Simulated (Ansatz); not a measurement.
Program: Ansatz. Geometries: PBE0-D4/def2-TZVP. ΔE: electronic, gas phase. CCSD(T)/CBS adds triple-zeta CCSD(T) − MP2 to the extrapolated MP2 energy (def2 sets, frozen cores). This one scheme is used for every species. Functionals use def2-TZVPP. B3LYP here is the variant with VWN-RPA as its local correlation; programs differ in this. HSE06 is defined as in plane-wave codes. One conformer a species, not always the lowest.

`COCBCl` + CH₃OH → `COBCl` + `COC`  (ligand exchange at a B–C bond)

| level | ΔE (kcal/mol) | difference from CCSD(T)/CBS |
| --- | --- | --- |
| LDA (SPW92) | -35.7 | -0.4 |
| PBE-D4 | -34.6 | 0.7 |
| revPBE-D4 | -34.0 | 1.3 |
| BLYP-D4 | -36.2 | -0.9 |
| r2SCAN-D4 | -35.9 | -0.6 |
| B97M-V | -36.2 | -0.9 |
| PBE0-D4 | -34.6 | 0.7 |
| B3LYP-D4 | -36.3 | -1.0 |
| r2SCANh-D4 | -35.8 | -0.5 |
| r2SCAN0-D4 | -35.7 | -0.4 |
| HSE06-D4 | -34.7 | 0.6 |
| BHLYP-D4 | -36.7 | -1.4 |
| CAM-B3LYP-D4 | -36.9 | -1.6 |
| ωB97X-V | -35.3 | 0.0 |
| B2PLYP | -37.0 | -1.7 |
| PBE-QIDH | -35.6 | -0.3 |
| PBE | -35.0 | 0.3 |
| revPBE | -34.7 | 0.6 |
| BLYP | -37.0 | -1.7 |
| B3LYP | -37.0 | -1.7 |
| r2SCANh | -36.0 | -0.7 |
| r2SCAN0 | -35.9 | -0.6 |
| HSE06 | -35.0 | 0.3 |
| BHLYP | -37.3 | -2.0 |
| CAM-B3LYP | -37.3 | -2.0 |
| LC-ωPBE | -35.3 | 0.0 |
| RPA@PBE/def2-TZVPP | -35.6 | -0.3 |
| HF/def2-SVP | -39.5 | -4.2 |
| MP2/def2-SVP | -40.3 | -5.0 |
| CCSD/def2-SVP | -39.5 | -4.2 |
| HF/def2-TZVPP | -37.8 | -2.5 |
| MP2/def2-TZVPP | -36.3 | -1.0 |
| SCS-MP2/def2-TZVPP | -36.6 | -1.3 |
| CCSD/def2-TZVPP | -35.8 | -0.5 |
| CCSD(T)/def2-TZVPP | -35.8 | -0.5 |
| HF/def2-QZVPP | -38.0 | -2.7 |
| MP2/def2-QZVPP | -36.0 | -0.7 |
| SCS-MP2/def2-QZVPP | -36.4 | -1.1 |
| MP2/CBS(def2) | -35.7 | -0.4 |
| CCSD/CBS(def2) | -35.3 | 0.0 |
| CCSD(T)/CBS | -35.3 | 0 |

Largest T1 diagnostic among the species: 0.012.

At CCSD(T), def2-SVP lies −4.4 kcal/mol from the extrapolated value and def2-TZVPP −0.5 kcal/mol. In def2-TZVPP, CCSD(T) changes the Hartree–Fock value by +2.0 kcal/mol (the triples alone add +0.0 kcal/mol) and MP2 by +1.5 kcal/mol. Leaving LDA and LC-ωPBE aside and taking each functional with its dispersion term where it has one, the values spread over 2.9 kcal/mol, from B2PLYP to revPBE-D4. LDA lies −0.7 kcal/mol from PBE without D4.

CCSD(T)/CBS has its own doubt, a few kJ/mol and more with outer-core shells, so smaller differences from it don't rank the levels.
